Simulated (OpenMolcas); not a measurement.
**Sn2+: CASPT2 settings compared**

```yaml
Program: OpenMolcas 26.06
Basis: ANO-RCC-VDZ [6s5p2d]
Scalar_Hamiltonian: DKH3, point nucleus
Active_space: 2 electrons in 8 orbitals (5s 5p 6s 6p)
State_averaging: 2S+1 = 3 even, 3 roots (0 in the spin-orbit step); 2S+1 = 1 even, 1 root; 2S+1 = 3 odd, 3 roots; 2S+1 = 1 odd, 3 roots
Spin-orbit_coupling: RASSI with atomic mean-field integrals over the reference wave functions, term energies averaged over their components
```

Methods on the same reference wave functions:
A. CASSCF
B. SS-CASPT2, IPEA 0.15 Eh, sigma2 regulariser 0.1 Eh (closed shells correlated: none)
C. SS-CASPT2, IPEA 0.6 Eh, real shift 0.5 Eh (closed shells correlated: 4d)
D. XMS-CASPT2, IPEA 0.75 Eh, sigma1 regulariser 0.25 Eh (closed shells correlated: none)

Energies in eV above 5s2 1S0, the measured ground level; measured values from Moore, Atomic Energy Levels, vol. III, NSRDS-NBS 35 (1971 reprint of NBS Circular 467, 1958).

```json
{"Level": "5s2 1S0", "A": "0.0000", "B": "0.0000", "C": "0.0000", "D": "0.0000", "Measured": "0.0000"}
{"Level": "5s 5p 3P* 0", "A": "6.2371", "B": "6.237", "C": "6.318", "D": "6.237", "Measured": "6.6391"}
{"Level": "5s 5p 3P* 1", "A": "6.4496", "B": "6.450", "C": "6.530", "D": "6.450", "Measured": "6.8435"}
{"Level": "5s 5p 3P* 2", "A": "6.9293", "B": "6.929", "C": "7.010", "D": "6.929", "Measured": "7.3434"}
{"Level": "5s 5p 1P* 1", "A": "10.7779", "B": "10.778", "C": "10.798", "D": "10.778", "Measured": "9.9077"}
```

Deviations, from unrounded energies. A percentage is the sum of absolute deviations over the sum of measured energies, with the sign that they share, or ± where signs differ.

```csv
Against measurement,Levels,A,B,C,D
mean absolute deviation (cm-1),4,4200,4200,3700,4200
other configurations (%),4,±6.8,±6.8,±6.0,±6.8
```

C lies closest to measurement on these levels and A furthest from it. The largest miss of C in the table is 5s 5p 1P* 1, by +7200 cm-1. The ranking rests on the paired levels alone, and a cruder setting can come out closer through cancelling errors.

Among B to D the level of the table that moves most is 5s 5p 3P* 0, by 650 cm-1 (lowest in B, highest in C).

The lowest spin-free term lies below A's lowest term by 0.000 hartree in B, 0.007 hartree in C, 0.000 hartree in D.

Some high roots are left out of the spin-orbit mixing, which shifts the levels that they would mix with. Active for correlation alone: 6p 6s; no level in the range computed is led by a configuration that fills them, so any true level of that kind is missing. Measured partners are found by configuration, term and J. A level has none where our copy of the source lacks it or the pairing is in doubt (some pairs that miss far off the trend of their configuration count as doubtful), and it then counts in no deviation. Only configurations of the active space appear.

* marks odd parity.
